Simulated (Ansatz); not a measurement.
Reaction (cleavage of the Si–Ga bond): `[F][GaH][SiH3]` + `[OH][Ga]([F])[F]` → `[F][Ga]([F])[O][SiH3]` + `[F][GaH2]`

Computed with Ansatz on PBE0-D4/def2-TZVP structures; ΔE is electronic, products minus reactants. CCSD(T)/CBS adds triple-zeta CCSD(T) − MP2 to the extrapolated MP2 energy (def2 sets, frozen cores). DFT in def2-TZVPP. For Ga outer-core shells are correlated without core-valence functions, which leaves a few kJ/mol of doubt a bond. Scalar relativity is left out up to krypton. One conformer a species, not always the lowest.

```csv
level,ΔE (kJ/mol),difference from CCSD(T)/CBS
PBE-D4,-49.1,25.6
BLYP-D4,-65.8,8.9
r2SCAN-D4,-69.4,5.3
r2SCANh-D4,-71.4,3.3
r2SCAN0-D4,-74.2,0.5
ωB97X-V,-75.9,-1.2
B2PLYP,-78.5,-3.8
PBE-QIDH,-74.5,0.2
r2SCAN,-69.0,5.7
r2SCANh,-71.0,3.7
LC-ωPBE,-70.9,3.8
MP2/def2-SVP,-80.8,-6.1
MP2/def2-TZVPP,-84.3,-9.6
SCS-MP2/def2-TZVPP,-88.9,-14.2
CCSD(T)/def2-TZVPP,-77.6,-2.9
HF/CBS(def2),-108.5,-33.8
CCSD(T)/CBS,-74.7,0
```

Largest T1 diagnostic among the species: 0.015.

In def2-TZVPP, CCSD(T) changes the Hartree–Fock value by +27.4 kJ/mol (the triples alone add +3.4 kJ/mol) and MP2 by +20.7 kJ/mol. From BLYP to BHLYP (50 % exact exchange), in def2-TZVPP and without D4, ΔE moves by −22.9 kJ/mol.
